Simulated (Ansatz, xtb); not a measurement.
Two structures of CH7BO4

Structure a: a singlet given by its coordinates. Structure b: `O[B@H-]([OH2+])C(O)O`, a singlet. Both are isolated molecules in the gas phase, relaxed with PBE0-D4/def2-SVP; the shapes shown needn't be the lowest conformers.

a (Å):

```xyz
13

C    -0.3071   -0.0706   -0.6891
B    -1.0510   -1.0554    0.3713
O    -1.2472   -2.4563   -0.5730
O    -0.2400   -1.4470    1.4506
O    -0.7252    1.2475   -0.5809
O    -0.5877   -0.5959   -2.0005
H    -0.4880   -2.9977   -0.3124
H    -2.2083   -0.7131    0.6011
H    -0.7590   -1.6565    2.2301
H     0.7903   -0.0564   -0.5499
H    -1.6570    1.2243   -0.3294
H    -0.1445   -0.0704   -2.6756
H    -1.0234   -2.0550   -1.4602
```

Close contacts (Å): C1–B2 1.63, C1–O5 1.39, C1–O6 1.44, B2–O3 1.70, B2–O4 1.41, C1–H10 1.11, B2–H8 1.23, O3–H7 0.97, O3–H13 1.00, O4–H9 0.96, O5–H11 0.97, O6–H12 0.96.

b (Å):

```xyz
13

C     0.8270    0.5417   -0.5550
B     1.8520    0.8598    0.6998
O     1.4157    0.0895    1.8355
O     1.4255    2.3874    1.0713
O    -0.0629    1.6964   -0.6636
O     0.0763   -0.5844   -0.2851
H     2.1504   -0.2878    2.3230
H     3.0469    0.8589    0.4683
H     1.1272    2.3277    1.9900
H     0.5907    2.4284    0.4815
H     1.2964    0.4258   -1.5463
H    -0.9519    1.3469   -0.8063
H     0.2190   -0.7575    0.6633
```

Quicker runs give these differences E(b) − E(a): GFN2-xTB −0.93 kcal/mol; HF/STO-3G −4.63 kcal/mol (at GFN2-xTB geometries); r2SCAN-D4/def2-SVP −1.91 kcal/mol (at GFN2-xTB geometries).

Task: Estimate E(b) − E(a) at the level CCSD(T)/def2-SVP + ΔMP2/def2-TZVPP.

Result: CCSD(T)/def2-SVP + ΔMP2/def2-TZVPP gives E(b) − E(a) = −1.10 kcal/mol, slightly favouring structure b, which is too small a margin to settle the true order.

Level by level:

```json
{"level": "GFN2-xTB", "geometry": "GFN2-xTB", "E(b) − E(a) (kcal/mol)": "−0.93", "departure from the last row (kcal/mol)": "+0.17", "job, with rough time for the two": "optimisation, 0.38 s"}
{"level": "HF/STO-3G", "geometry": "GFN2-xTB", "E(b) − E(a) (kcal/mol)": "−4.63", "departure from the last row (kcal/mol)": "−3.52", "job, with rough time for the two": "single point, 0.4 s"}
{"level": "r2SCAN-D4/def2-SVP", "geometry": "GFN2-xTB", "E(b) − E(a) (kcal/mol)": "−1.91", "departure from the last row (kcal/mol)": "−0.81", "job, with rough time for the two": "single point, 4.5 s"}
{"level": "PBE0-D4/def2-SVP", "geometry": "PBE0-D4/def2-SVP", "E(b) − E(a) (kcal/mol)": "−2.91", "departure from the last row (kcal/mol)": "−1.81", "job, with rough time for the two": "optimisation, 79 s"}
{"level": "HF/def2-SVP", "geometry": "PBE0-D4/def2-SVP", "E(b) − E(a) (kcal/mol)": "+1.01", "departure from the last row (kcal/mol)": "+2.11", "job, with rough time for the two": "part of the CCSD(T) run"}
{"level": "MP2/def2-SVP", "geometry": "PBE0-D4/def2-SVP", "E(b) − E(a) (kcal/mol)": "−2.07", "departure from the last row (kcal/mol)": "−0.97", "job, with rough time for the two": "part of the CCSD(T) run"}
{"level": "CCSD(T)/def2-SVP", "geometry": "PBE0-D4/def2-SVP", "E(b) − E(a) (kcal/mol)": "−1.75", "departure from the last row (kcal/mol)": "−0.64", "job, with rough time for the two": "single point"}
{"level": "CCSD(T)/def2-SVP + ΔMP2/def2-TZVPP", "geometry": "PBE0-D4/def2-SVP", "E(b) − E(a) (kcal/mol)": "−1.10", "departure from the last row (kcal/mol)": "", "job, with rough time for the two": "single point, 67 s"}
```

HF/def2-SVP puts the two in the other order. The largest departure from CCSD(T)/def2-SVP + ΔMP2/def2-TZVPP is that of HF/STO-3G, 3.52 kcal/mol. The last row adds to CCSD(T) the change of the MP2 difference between the two basis sets, here +0.64 kcal/mol.

With thermal terms from frequencies at re-optimised GFN2-xTB minima (ideal gas, soft modes damped towards free rotors, one conformer each, 298.15 K, 1 atm): the zero-point term adds +0.11 kcal/mol; ΔH is −1.11 and ΔG −0.82 kcal/mol.

The correlated steps freeze 6 core orbitals. Mirror images aren't counted in ΔG. Run with Ansatz 0.2.0, xtb 6.7.1; the last row on 2 threads of Arm Neoverse V1 on a shared host.
